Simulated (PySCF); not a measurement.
# La(III) with more and more NH2

Computed with PySCF 2.14.0, PBE0, def2-SVP on the ligands, density fitting, scalar-relativistic core potentials, no spin-orbit coupling, vacuum. The metal has def2-SVP with ECP46. Each complex is relaxed within the symmetry of its template. Distances are means of the shortest metal–ligand contacts, charges and spins Mulliken's; removal energies are rigid, with the ligand's formal charge and no counterpoise, so too large; for an anion taken off a cation in vacuum most of it is the attraction of opposite charges, and multiply charged cations can part far more cheaply with an electron moved from ligand to metal.

| complex | point group | M–NH2 (Å) | charge on M (e) | HOMO–LUMO gap (eV) | removal of one NH2 (eV) | unstable modes (below −25 cm⁻¹) |
| --- | --- | --- | --- | --- | --- | --- |
| [La(NH2)2]+ | C2v | 2.203 | 1.22 | 5.16 | 16.22 | 0 |
| [La(NH2)4]− | S4 | 2.400 | 0.68 | 4.51 | 4.95 | not given |

Q: What does the calculation give for La(NH2)3?

A: point group: D3h, M–NH2 (Å): 2.345, charge on M (e): 1.09, HOMO–LUMO gap (eV): 3.65, removal of one NH2 (eV): 9.56, unstable modes (below −25 cm⁻¹): 4.
```xyz
10

La    0.0000    0.0000    0.0000
N     2.3452    0.0000    0.0000
H     2.9745    0.0000    0.8050
H     2.9745    0.0000   -0.8050
N    -1.1726    2.0310    0.0000
H    -1.4872    2.5760    0.8050
H    -1.4872    2.5760   -0.8050
N    -1.1726   -2.0310    0.0000
H    -1.4872   -2.5760    0.8050
H    -1.4872   -2.5760   -0.8050
```

The more ligands, the longer each bond and the weaker the last ligand is held.

Members with unstable modes aren't minima as they stand: saddle points kept by symmetry or, where the modes are soft, flat surfaces and noise. Moved off a saddle point of the template and relaxed again: [La(NH2)2]+, [La(NH2)4]−. One start shape was tried for each, so a minimum needn't be the lowest isomer.
